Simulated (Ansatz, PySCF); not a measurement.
B₂F₄, SMILES FB(F)B(F)F (connectivity only; charge and spin as stated), charge -1, multiplicity 2. Atoms are numbered in the order given.

```xyz
6

F      0.0000     1.1395    -1.6058
B      0.0000     0.0000    -0.8144
F      0.0000    -1.1395    -1.6058
B      0.0000     0.0000     0.8144
F      0.0000     1.1395     1.6058
F      0.0000    -1.1395     1.6058
```
Charge -1, spin multiplicity 2.

Geometry optimised at PBE0-D3(BJ)/def2-SVPD. The multiplicity is an assumed one; other spin states were not compared. Other conformers were not sampled.

Two levels are set side by side: PBE-D3(BJ)/def2-SVPD (Ansatz, an electronic-structure program) and PBE0-D3(BJ)/def2-SVPD (Ansatz). Each level has its own optimised geometry; the coordinates shown are those of the second. Frequencies come from the Hessian of PySCF at each geometry. Differences are taken from unrounded values.

```tsv
quantity	PBE0-D3(BJ)
mean bond length (Å)	1.436
bond F1–B2 (Å)	1.387
bond B2–F3 (Å)	1.387
bond B2–B4 (Å)	1.629
bond B4–F5 (Å)	1.387
bond B4–F6 (Å)	1.387
highest harmonic wavenumber (cm⁻¹)	1402
mean harmonic wavenumber (cm⁻¹)	626
zero-point energy (kcal/mol)	10.73
```

Task: What does PBE-D3(BJ) give, and how far is it from PBE0-D3(BJ)? (The exact figures need the calculation; the answer reports its results.)

Result: 
| quantity | PBE-D3(BJ) | PBE-D3(BJ) minus PBE0-D3(BJ) |
|---|---|---|
| mean bond length (Å) | 1.449 | 0.014 |
| bond F1–B2 (Å) | 1.402 | 0.015 |
| bond B2–F3 (Å) | 1.402 | 0.015 |
| bond B2–B4 (Å) | 1.637 | 0.008 |
| bond B4–F5 (Å) | 1.402 | 0.015 |
| bond B4–F6 (Å) | 1.402 | 0.015 |
| highest harmonic wavenumber (cm⁻¹) | 1348 | -54 |
| mean harmonic wavenumber (cm⁻¹) | 597 | -29 |
| zero-point energy (kcal/mol) | 10.24 | -0.50 |

GGA bonds tend to be longer and softer than those of functionals with exact exchange. Differences between two approximate levels are no errors against the true value.
